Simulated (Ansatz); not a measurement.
`C[O][Sb]([F])[SiH3]` + H₂ → `C[O][SbH][SiH3]` + H–F at 700 K and 1 bar (hydrogenolysis of the Sb–F bond).

Program: Ansatz. Geometries: PBE0-D4/def2-TZVP. ΔE: electronic, gas phase. CBS: MP2 limit from def2 TZ/QZ plus the TZ coupled-cluster correction, frozen cores. This one scheme is used for every species. Elements past krypton have def2 core potentials. For Sb outer-core shells are correlated without core-valence functions, which leaves a few kJ/mol of doubt a bond. Each species was taken in one conformer, which may not be the lowest.

| species | CCSD(T)/CBS energy (Eh) | H − E (kJ/mol) | S (J/(mol·K)) |
| --- | --- | --- | --- |
| `C[O][Sb]([F])[SiH3]` | -745.74684 | 268.3 | 537.5 |
| H₂ | -1.17544 | 46.8 | 155.3 |
| `C[O][SbH][SiH3]` | -646.51193 | 274.5 | 507.1 |
| H–F | -100.39570 | 45.2 | 198.5 |

H − E and S are ideal-gas, rigid-rotor, harmonic terms from PBE0-D4/def2-TZVP, for one conformer and one mirror image of each species. For small species the MP2-based limit differs from directly extrapolated CCSD(T) by up to some mEh (0.8 for H₂); such offsets cancel only in part. 1 Eh = 2625.50 kJ/mol, R = 8.31446 J/(mol·K).

Question: By hand: ΔE, ΔH, ΔS and ΔG.

Answer: ΔE = (-646.51193) + (-100.39570) − (-745.74684) − (-1.17544) = 0.01465 Eh = 38.5 kJ/mol. Δ(H − E) = 274.5 + 45.2 − 268.3 − 46.8 = 4.6, so ΔH = 43.1 kJ/mol. ΔS = 507.1 + 198.5 − 537.5 − 155.3 = 12.8 J/(mol·K). ΔG = 43.1 − 700 × (12.8)/1000 = 34.1 kJ/mol.

Question: By hand: the equilibrium constant, and the temperature at which ΔG would vanish if ΔH and ΔS stayed fixed.

Answer: log₁₀ K = −ΔG/(RT ln 10) = -2.5. ΔG = 0 at ΔH/ΔS = 3367 K, far beyond where these terms or the molecules hold.

The number of gas molecules stays the same, so ΔS is small and ΔH decides. A doubt of 5 kJ/mol in ΔE shifts log₁₀ K by 0.4 here. Other conformers and mirror images would add mixing entropy, several J/(mol·K) or more a flexible species. Modes under 60 cm⁻¹, often nearly free rotors, make the harmonic entropy too high. These are equilibria of isolated gas molecules and say nothing of rates. Largest T1 diagnostic: 0.015 (customary marks: 0.02 for closed shells, 0.045 for open ones).
